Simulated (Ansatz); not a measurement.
One change: `BC[SiH2]S` becomes `BC[SiH2]O`.

Ansatz, PBE0-D4/def2-TZVP geometries, multiplicity 1. Each molecule was computed in one conformer, which needn't be the lowest.

| property | `BC[SiH2]S` |
| --- | --- |
| HOMO–LUMO gap (PBE0/def2-TZVPP) / eV | 5.89 |
| ideal-gas entropy at 298 K and 1 bar (rigid rotor, harmonic PBE0-D4/def2-TZVP) / J/(mol·K) | 348 |
| size of the dipole moment (B3LYP/def2-TZVPP) / D | 1.11 |
| HOMO energy (PBE0/def2-TZVPP) / eV | -7.52 |
| HOMO energy (ωB97M-V/def2-TZVPP) / eV | -9.70 |
| HOMO–LUMO gap (PBE/def2-TZVPP) / eV | 3.76 |

Q: What does the change do to each property? (Estimate.)

A: The calculation gave: 
```json
{"property": "HOMO–LUMO gap (PBE0/def2-TZVPP) / eV", "`BC[SiH2]O`": "7.12", "shift": "1.23"}
{"property": "ideal-gas entropy at 298 K and 1 bar (rigid rotor, harmonic PBE0-D4/def2-TZVP) / J/(mol·K)", "`BC[SiH2]O`": "333", "shift": "-15"}
{"property": "size of the dipole moment (B3LYP/def2-TZVPP) / D", "`BC[SiH2]O`": "1.75", "shift": "0.64"}
{"property": "HOMO energy (PBE0/def2-TZVPP) / eV", "`BC[SiH2]O`": "-8.55", "shift": "-1.03"}
{"property": "HOMO energy (ωB97M-V/def2-TZVPP) / eV", "`BC[SiH2]O`": "-10.82", "shift": "-1.12"}
{"property": "HOMO–LUMO gap (PBE/def2-TZVPP) / eV", "`BC[SiH2]O`": "4.77", "shift": "1.01"}
```

With PBE0 the HOMO falls by 1.03 eV and the LUMO rises by 0.20 eV, so the gap widens by about 1.23 eV. PBE moves the HOMO by -0.83 eV and ωB97M-V by -1.12 eV. Dipoles are sizes alone; their direction can turn. Modes under 60 cm⁻¹, often nearly free rotors, make the harmonic entropy too high.

B3LYP here is the variant with VWN-RPA as its local correlation; programs differ in this.
